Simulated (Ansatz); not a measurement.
Cost and result for the atomization energy of C3H11GaO2Si (`CCO[CH]([GaH2])O[SiH3]`) (18 atoms, 17 bonds).

```xyz
18

C     1.8536    1.8328   -1.0366
C     0.4339    1.6768   -0.5400
O     0.3187    0.6332    0.4239
C     0.1596   -0.6394   -0.1110
Ga    0.3757   -2.0085    1.3721
O    -1.1518   -0.7901   -0.6923
Si   -2.3589   -1.0356    0.3829
H     2.5303    2.0353   -0.2041
H     2.2008    0.9339   -1.5514
H     1.9173    2.6636   -1.7438
H     0.1058    2.5860   -0.0310
H    -0.2593    1.4909   -1.3672
H     0.8469   -0.8006   -0.9514
H     0.3609   -3.5196    0.9363
H     0.7467   -1.5667    2.8290
H    -2.9259    0.1905    0.9921
H    -1.7296   -1.8262    1.5252
H    -3.4247   -1.8566   -0.2326
```

Charge 0, multiplicity 1. Correlated methods include outer-core shells of Ga, which these sets cover unevenly. Scalar relativity is left out up to krypton. The geometry is a stationary point of PBE0-D4/def2-TZVP. It is one conformer, not always the lowest. Program: Ansatz. All runs use 2 threads of an AMD EPYC 7R13 on a shared host and a share of an NVIDIA H100 80 GB. Times are those of one run each, without the atoms' runs, and a repeat can differ threefold. Electronic energies, without spin–orbit coupling; frozen cores. CCSD(T)/CBS adds CCSD(T) − MP2 in def2-TZVPP to the MP2 limit, and its time is that of the two runs behind it. T1 = 0.013. With those shells the extrapolation isn't a true limit. B3LYP takes the VWN-RPA correlation (the form of Gaussian; ORCA's B3LYP/G).

CCSD(T)/CBS is a level of theory with its own doubt, some kJ/mol a heavy atom from the limit and from the frozen cores, so smaller differences don't rank the functionals.

| level | functions | wall time | atomization (kJ/mol) | difference from CCSD(T)/CBS | per bond |
| --- | --- | --- | --- | --- | --- |
| BHLYP-D4/def2-TZVPP | 399 | 3.1 s | 6138.6 | -195.5 | -11.5 |
| BLYP-D4/def2-TZVPP | 399 | 3.4 s | 6278.9 | -55.2 | -3.2 |
| CCSD(T)/def2-SVP | 175 | 3.5 s | 5994.0 | -340.1 | -20.0 |
| PBE-D4/def2-TZVPP (with forces) | 399 | 3.8 s | 6400.0 | 65.9 | 3.9 |
| B3LYP-D4/def2-TZVPP (with forces) | 399 | 4.2 s | 6301.5 | -32.6 | -1.9 |
| B97M-V/def2-TZVPP | 399 | 4.3 s | 6333.3 | -0.8 | 0.0 |
| r2SCANh-D4/def2-TZVPP | 399 | 4.4 s | 6298.4 | -35.7 | -2.1 |
| ωB97X-V/def2-TZVPP | 399 | 4.6 s | 6347.2 | 13.1 | 0.8 |
| B2PLYP/def2-TZVPP | 399 | 5 s | 6235.7 | -98.4 | -5.8 |
| ωB97M-V/def2-TZVPP (with forces) | 399 | 6.5 s | 6330.0 | -4.1 | -0.2 |
| MP2/def2-QZVPP | 774 | 12 s | 6346.2 | 12.1 | 0.7 |
| CCSD(T)/def2-TZVPP | 399 | 23 s | 6186.1 | -148.0 | -8.7 |
| CCSD(T)/CBS(def2) | – | 35 s | 6334.1 | 0.0 | 0.0 |

From r2SCAN to r2SCAN0 (25 % exact exchange), in def2-TZVPP and without D4, the atomization energy moves by −94.3 kJ/mol: exact exchange takes away binding that semilocal exchange gives to molecules. In def2-TZVPP, CCSD(T) changes the Hartree–Fock value by +1611.7 kJ/mol (the triples alone add +89.1 kJ/mol) and MP2 by +1684.2 kJ/mol; breaking electron pairs costs correlation energy, which Hartree–Fock lacks. The D4 term adds +71.4 kJ/mol with B3LYP and +38.3 kJ/mol with PBE0; it sums over pairs of atoms, weighted by their polarisabilities, and B3LYP, whose exchange is more repulsive, gets the larger term.
